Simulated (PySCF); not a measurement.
## Name the molecule from its bond curve

A diatomic of charge +1 contains I. Its doublet curve at LDA in a double-zeta basis (spin-free X2C with a Gaussian nucleus, PySCF), in eV from the separated fragments:

(R (Å), E (eV)): (1.621, -2.373), (1.696, -3.301), (1.772, -3.801), (1.828, -3.974), (1.885, -4.020), (1.942, -3.972), (2.017, -3.804), (2.111, -3.489), (2.224, -3.032), (2.375, -2.389)

The fit gives ωe = 701 cm⁻¹ and the rotational constant Bₑ = 0.2881 cm⁻¹.

Problem. Which atom is the partner?

Solution. The minimum lies at 1.882 Å, so the reduced mass is 16.8576 u Å² cm⁻¹/(Bₑ·Re²) = 16.52 u. With I at 126.90 u the partner weighs about 19.0 u: F. The molecule is IF⁺.

Spin–orbit coupling is left out. Counting both spins, an empty level lies below a filled one in this solution, because spin and occupation are held. The state was picked by a PBE0 search and need not be the measured ground state.
